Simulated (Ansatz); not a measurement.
Species: CH$_{4}$N$_{2}$Si, SMILES `N=C=[SiH]N` with one electron removed (charge 1, multiplicity 2), formula CH4N2Si.

How many basis functions does Ansatz (a program for electronic structure) with frozen-core CCSD(T)/cc-pVTZ // B3LYP-D3(BJ)/def2-TZVP use, how many core orbitals are frozen, and how many electrons are correlated?

180 basis functions and 8 frozen orbitals, which leaves 21 correlated electrons. Core time is of the order of minutes.
